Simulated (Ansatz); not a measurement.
Isomers of Zn7Se6⁺ (doublet), relaxed with PBE-D4/def2-SVP; total energies from Ansatz at PBE0-D4/def2-TZVP.

| isomer | description | energy (Eh) |
| --- | --- | --- |
| A | point group not assigned; 15 × Se–Zn 2.27 to 2.58 Å | -26861.98982 |
| B | point group not assigned; 14 × Se–Zn 2.40 to 2.59 Å; 2 × Zn–Zn 2.36 to 2.39 Å; 1 × Se–Se 2.41 Å | -26861.97120 |
| C | point group not assigned; 15 × Se–Zn 2.31 to 2.61 Å; 2 × Zn–Zn 2.52 to 2.58 Å; 1 × Se–Se 2.39 Å | -26861.99680 |
| D | point group not assigned; 16 × Se–Zn 2.34 to 2.51 Å; 2 × Zn–Zn 2.45 to 2.47 Å; 1 × Se–Se 2.56 Å | -26862.01024 |

Single mean-field runs in def2-TZVP are fitted with def2-universal-jkfit.

The isomers come from a short search, and lower ones may exist.

Q: Work out the relative energies (1 Eh = 2625.5 kJ/mol) and the Boltzmann populations at 1200 K from electronic energies alone (R = 8.314 J/mol/K).

A: ΔE: A 53.6, B 102.5, C 35.3, D 0.0 kJ/mol. RT = 9.98 kJ/mol. Factors exp(−ΔE/RT): A 0.00465, B 3.46e-05, C 0.0291, D 1; sum 1.034. Populations: A 0.4 %, B 0.0 %, C 2.8 %, D 96.7 %. Zero-point energy, vibrational entropy and symmetry numbers are left out and can shift these; an error of 4 kJ/mol changes a ratio by a factor of 1.5. Over the other density-functional and correlated levels in def2 sets, the gap between D and C ranges from 27 to 47 kJ/mol.
